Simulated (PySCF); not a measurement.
Sn(Cl)2(Br)(NH2) (BrCl2H2NSn), SMILES [NH2][Sn]([Cl])([Cl])[Br].

Geometry: r2SCAN-D4/def2-SVP. The def2 effective core potentials stand for the cores of Sn; spin–orbit coupling is left out. The values are those of a single conformer.

These are TDDFT-PBE/def2-SVPD in PySCF 2.14.0 values and carry that method's errors.

Vertical excitations. Isolated molecule, no solvent. State labels are in the subgroup Cs.

Computed lowest excited states:
```
state  symmetry  energy (eV)  λ (nm)      f                            main pairs
-----  --------  -----------  ------  -----  ------------------------------------
S1           A'         3.67     338  0.026                        HOMO→LUMO 95 %
S2           A"         3.92     316  0.005                      HOMO−1→LUMO 99 %
S3           A'         4.15     299  0.023                      HOMO−2→LUMO 92 %
S4           A"         4.41     281  0.016                      HOMO−3→LUMO 94 %
S5           A"         4.48     277  0.005                      HOMO−5→LUMO 95 %
S6           A'         4.54     273  0.030                      HOMO−4→LUMO 90 %
S7           A'         4.67     266  0.029                      HOMO−6→LUMO 93 %
S8           A"         6.10     203  0.001                     HOMO→LUMO+1 100 %
S9           A'         6.25     198  0.032                      HOMO→LUMO+2 81 %
S10          A'         6.31     196  0.045  HOMO−7→LUMO 62 %, HOMO−1→LUMO+1 29 %
T1           A'         3.17     392      0                        HOMO→LUMO 99 %
T2           A"         3.61     343      0                     HOMO−1→LUMO 100 %
T3           A'         3.76     330      0                      HOMO−2→LUMO 99 %
T4           A"         4.10     303      0                     HOMO−3→LUMO 100 %
```
Triplets are in the Tamm–Dancoff approximation, which puts them higher than full response would, so one can lie above its singlet here.
